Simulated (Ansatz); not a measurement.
A calculation with Ansatz (development build ahead of 0.2.0).

```yaml
crystal:
  periodic: [false, false, false]
  atoms:
    - { symbol: Fe, position_ang: [0.0, 0.0, 0.0] }
    - { symbol: F, position_ang: [1.76, 0.0, 0.0] }
    - { symbol: F, position_ang: [-0.88, 1.5242, 0.0] }
    - { symbol: F, position_ang: [-0.88, -1.5242, 0.0] }
basis:
  gaussian: { orbitals: pcseg-2 }
magnetization:
  spin_polarized: true
  initial_magnetization: 5
hamiltonian:
  xc: hf
```

The input is written out in the form of the current development build from the run's settings.

The run gave:

* Converged: yes
* Total energy: -1561.01019 hartree
* Spin squared of the determinant: 8.760
* Stability test: minimum

Caution: other spin multiplicities were not run.
